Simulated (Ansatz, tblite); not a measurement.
Removing and adding an electron: Ga10P11H28⁺, a nanocrystal cut from wurtzite GaP (hydrogen-capped). The state is a singlet with charge 1. Geometry: PBE-D4/def2-SVP. Ansatz, gas phase; energy differences of separate SCF runs; the oxidised species was run as a doublet alone; the reduced species was run as a doublet alone.

Cartesian coordinates in Å:
```
P 3.998 2.043 0.702
Ga 3.392 0.184 -0.845
P 1.852 -2.650 2.233
Ga 1.028 -4.642 0.986
P 1.507 1.166 3.239
Ga 2.435 3.106 2.162
Ga 0.664 -0.637 1.857
P 1.050 -0.064 -0.374
P -0.670 -3.454 -0.278
Ga 0.237 -1.849 -1.792
P 0.708 3.645 0.578
Ga -0.147 1.884 -0.850
P 0.243 2.353 -3.138
P -1.507 -0.849 -3.076
Ga -0.686 0.701 -4.754
P -1.633 -0.844 2.266
Ga -2.475 -2.770 1.096
Ga -2.590 1.375 2.056
P -2.418 1.595 -0.353
P -4.047 -1.755 -0.423
Ga -3.373 0.022 -1.904
H 5.091 1.691 1.555
H 4.625 3.127 0.011
H 4.175 -1.046 -0.251
H 3.570 0.830 -2.269
H 3.221 -2.339 1.966
H 1.927 -2.858 3.645
H 2.217 -5.023 0.034
H 0.341 -5.502 2.109
H 2.522 0.672 4.116
H 0.531 1.565 4.202
H 2.886 4.267 3.109
H -1.234 -4.463 -1.125
H 1.411 -2.419 -2.674
H 1.220 4.714 -0.223
H -0.359 4.327 1.236
H 1.656 2.529 -3.255
H -0.184 3.693 -3.390
H -2.048 -1.930 -3.846
H 0.580 0.090 -5.454
H -1.896 1.474 -5.394
H -1.715 -1.185 3.655
H -3.124 -3.839 2.044
H -1.474 2.356 2.635
H -4.096 1.371 2.504
H -3.015 2.854 -0.684
H -4.636 -2.791 -1.211
H -5.206 -1.344 0.307
H -4.557 0.618 -2.743
```

The xTB rows come from tblite. B3LYP takes the VWN-RPA correlation. Single mean-field runs in def2-SVP are fitted with def2-universal-jkfit. HOMO above LUMO, or a gap near zero within one spin, warns that the state may not be the lowest or that an electron is smeared out.

(1) Estimate orbital energies and vertical ionisation energies and electron affinities at: GFN1-xTB; GFN2-xTB; PBE-D4/def2-SVP; B3LYP-D4/def2-SVP; PBE0-D4/def2-SVP.

Results:

(1) 
```csv
level,−HOMO (eV),vertical IE (eV),−LUMO (eV),vertical EA (eV),HOMO–LUMO gap (eV),IE − EA (eV),remarks
GFN1-xTB,12.91,14.33,9.11,7.69,3.80,6.64,–
GFN2-xTB,13.50,14.95,10.17,8.71,3.33,6.24,–
PBE-D4/def2-SVP,8.53,–,4.79,3.40,3.74,–,gap within one spin near zero (doublet)
B3LYP-D4/def2-SVP,9.31,10.59,4.17,3.18,5.15,7.41,–
PBE0-D4/def2-SVP,9.54,10.66,4.09,3.18,5.45,7.48,–
```

Run but left out: PBE-D4/def2-SVP (charge +2 doublet: an occupied level 0.02 eV above an empty one).   Raw xTB energy differences between charge states are shifted by several eV; the methods need an empirical correction for them.
